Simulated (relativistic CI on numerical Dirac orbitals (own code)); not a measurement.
d3 in a ligand field

Computed with a parametric ligand-field model of a d^n configuration (Racah B and C, spin-orbit zeta, crystal field), exact diagonalisation.

Field parameters in Wybourne normalisation: Oh B⁴₀ = 21Dq, B⁴₄ = √(5/14) B⁴₀; Td as Oh with Dq negative (B⁴₀ = 21Dq, B⁴₄ = √(5/14) B⁴₀). The field is a parameter set, without covalency.

Question: A d3 ion in Oh symmetry has the ground term 4A2 and bands at 2E 8686 cm⁻¹ (1151 nm), 2T1 8953 cm⁻¹ (1117 nm), 2T2 14130 cm⁻¹ (708 nm), 4T2 31800 cm⁻¹ (314 nm), 4T1 36940 cm⁻¹ (271 nm), 4T1 65210 cm⁻¹ (153 nm). Which parameters reproduce them?

Answer: B = 450, C = 1680, ζ = 0 cm⁻¹, Oh, 10Dq = 31800 cm⁻¹.

Question: A d3 ion in Oh symmetry has the ground term 4A2 and bands at 2E 9255 cm⁻¹ (1081 nm), 2T1 9446 cm⁻¹ (1059 nm), 2T2 15077 cm⁻¹ (663 nm), 4T2 37650 cm⁻¹ (266 nm), 4T1 42282 cm⁻¹ (237 nm), 4T1 76668 cm⁻¹ (130 nm). Which parameters reproduce them?

Answer: B = 400, C = 1980, ζ = 0 cm⁻¹, Oh, 10Dq = 37650 cm⁻¹.

Question: Ground term and bands for B = 420, C = 1750, ζ = 0 cm⁻¹, Oh, 10Dq = 38800 cm⁻¹?

Answer: Ground term 4A2 with 0.00 electrons in the two orbitals of the cubic e set. Spin-allowed: 4T2 38800 cm⁻¹ (258 nm), 4T1 43660 cm⁻¹ (229 nm), 4T1 79040 cm⁻¹ (127 nm). Lowest spin-forbidden: 2E 8722 cm⁻¹ (1147 nm), 2T1 8930 cm⁻¹ (1120 nm), 2T2 14263 cm⁻¹ (701 nm). With an A2 ground term the first spin-allowed band lies at |10Dq| itself.

Question: Ground term and bands for B = 500, C = 2520, ζ = 0 cm⁻¹, Oh, 10Dq = 39800 cm⁻¹?

Answer: Ground term 4A2 with 0.00 electrons in the two orbitals of the cubic e set. Spin-allowed: 4T2 39800 cm⁻¹ (251 nm), 4T1 45547 cm⁻¹ (220 nm), 4T1 81353 cm⁻¹ (123 nm). Lowest spin-forbidden: 2E 11658 cm⁻¹ (858 nm), 2T1 11923 cm⁻¹ (839 nm), 2T2 18878 cm⁻¹ (530 nm). With an A2 ground term the first spin-allowed band lies at |10Dq| itself.

Question: Ground term and bands for B = 330, C = 1390, ζ = 0 cm⁻¹, Td, 10Dq = -8550 cm⁻¹?

Answer: Ground term 2E with 2.96 electrons in the two orbitals of the cubic e set. Spin-allowed: 2T1 7626 cm⁻¹ (1311 nm), 2T2 7911 cm⁻¹ (1264 nm), 2T1 9778 cm⁻¹ (1023 nm), 2T2 14173 cm⁻¹ (706 nm). Lowest spin-forbidden: 4T1 1863 cm⁻¹, 4T2 9754 cm⁻¹ (1025 nm), 4T1 14045 cm⁻¹ (712 nm).
